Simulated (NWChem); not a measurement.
## Total energies of OP

```xyz
2

P      0.0000     0.0000     0.5214
O      0.0000     0.0000    -0.9777
```
Charge 0, spin multiplicity 2.

Everything below was run with NWChem. All single points use one geometry, from UB3LYP/def2-SVP, a minimum by its harmonic frequencies.

Basis set: cc-pVQZ (114 functions).

```
method   total energy (Ha)  relative cost
-------  -----------------  -------------
UHF             -415.62947              1
UMP2            -416.01515        under 3
UB2PLYP         -416.44138        under 3
UPBE            -416.36580        under 3
UB3LYP          -416.61476        under 3
UPBE0           -416.38281        under 3
```

Total energies of different functionals aren't comparable as a measure of quality: only differences taken within one method are. Costs are rough ratios of processor time within this set of runs, SCF included, with UHF as 1.

The correlated methods keep 6 core orbitals frozen. B3LYP has NWChem's definition, with VWN1-RPA local correlation. The structure started from a generated list of species. The unpaired electrons of the parent sit in orbitals of symmetry b1 (C2v labels of the run); other states weren't searched. No SCF solution was tested for a lower state. Open-shell Hartree-Fock references start from PBE0 orbitals; any time given for them includes that run.
